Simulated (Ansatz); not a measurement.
The same path of a periodic cell of 14 atoms, Cu₁₂HF (surface Cu(111), adsorbate HF) was run twice with different band settings.

These are results of Ansatz, DFT PBE-D3(BJ), scalar-relativistic, plane waves, PAW, not measurements. Settings: cutoff 420 eV, k mesh 4x4x1, fermi-dirac smearing 0.15 eV, no spin polarisation.

Relaxed end points:

```xyz
14
Lattice="5.1053 0.0000 0.0000 2.5527 4.4213 0.0000 0.0000 0.0000 17.1685" Properties=species:S:1:pos:R:3
Cu 1.276 0.737 1.000
Cu 3.829 0.737 1.000
Cu 2.553 2.948 1.000
Cu 5.105 2.948 1.000
Cu -0.001 1.473 3.045
Cu 2.553 1.476 3.042
Cu 1.279 3.687 3.040
Cu 3.826 3.685 3.044
Cu 0.002 0.003 5.095
Cu 2.551 0.000 5.074
Cu 1.275 2.214 5.079
Cu 3.829 2.213 5.090
F 4.620 -0.236 7.853
H 3.908 -0.586 7.338
```

```xyz
14
Lattice="5.1053 0.0000 0.0000 2.5527 4.4213 0.0000 0.0000 0.0000 17.1685" Properties=species:S:1:pos:R:3
Cu 1.276 0.737 1.000
Cu 3.829 0.737 1.000
Cu 2.553 2.948 1.000
Cu 5.105 2.948 1.000
Cu 0.002 1.476 3.040
Cu 2.550 1.475 3.044
Cu 1.275 3.683 3.045
Cu 3.830 3.687 3.042
Cu -0.001 0.004 5.079
Cu 2.553 0.002 5.090
Cu 1.278 2.213 5.095
Cu 3.828 2.211 5.074
F 5.896 1.975 7.853
H 5.184 1.624 7.338
```

Common settings: climbing image yes; spring 5.0 eV/Å²; optimiser quadratic models (default); force threshold 0.05 eV/Å; end points relaxed; atoms held 1 to 4.

| run | movable images | start path | iteration limit |
| --- | --- | --- | --- |
| 1 | 7 | IDPP | 40 |
| 2 | 2 | default | 50 |

Q: What does each run give, and how far can it be trusted?

A: Run 1: converged after 6 iterations, highest image 0.010 eV above the first end. By the program's own check the climbing image is of a kind that is not told: the force calls were inconclusive, a negative curvature could not be distinguished from the path's own, the only one lies far off the path, or fixed occupations may fill a level only in part (lowest curvatures found: -0.06 and 0.02 eV/Å²).
Run 2: converged after 9 iterations, highest image 0.009 eV above the first end. The order of the point at the top wasn't checked. So few images can step over the top or miss a turn of the path.
Limits of this set-up: coarse k mesh, thin slab, slab without dipole correction, a typed lattice constant that wasn't relaxed here.
